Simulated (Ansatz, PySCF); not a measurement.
C2H7BO2. Atoms are numbered in the order given.

```xyz
12

B      0.0016     0.5943     0.0000
C      0.7721    -0.7855     0.0000
C     -0.1113    -2.0264     0.0000
H      1.4506    -0.7969     0.8744
H      1.4506    -0.7969    -0.8744
H     -0.7685    -2.0456    -0.8825
H     -0.7685    -2.0456     0.8825
H      0.4785    -2.9562     0.0000
O     -1.3573     0.6084     0.0000
H     -1.6969     1.5106     0.0000
O      0.6425     1.8051     0.0000
H      1.5998     1.7225     0.0000
```

Geometry: PBE0-D3(BJ)/def2-SVP. One conformer was computed; it need not be the lowest.

Vertical ionisation energy (IE) and electron affinity (EA) in eV. Rows of orbital energies are one-electron estimates. Where ΔSCF, EOM or ADC give a negative EA the extra electron is unbound and the value depends on the basis.

```json
[
 {"level": "−ε(HOMO), −ε(LUMO), r2SCAN/def2-TZVP (PySCF)", "IE": "7.48", "EA": "-0.61"},
 {"level": "−ε(HOMO), −ε(LUMO), PBE/def2-TZVP (PySCF)", "IE": "7.18", "EA": "0.14"},
 {"level": "ΔSCF, PBE0/def2-SVPD (Ansatz), final states of multiplicity 2 and 2", "IE": "10.93", "EA": "-0.99"},
 {"level": "ΔSCF, PBE/def2-SVPD (Ansatz), final states of multiplicity 2 and 2", "IE": "10.47", "EA": "-0.84"}
]
```

Q: What vertical singlet–triplet gap does ΔSCF give with PBE0/def2-SVPD (Ansatz, an electronic-structure program) and with PBE/def2-SVPD (Ansatz)? (An estimate is asked for; the answer gives what the named calculation found.)

A: 7.67 and 7.02 eV (triplet above singlet where positive).
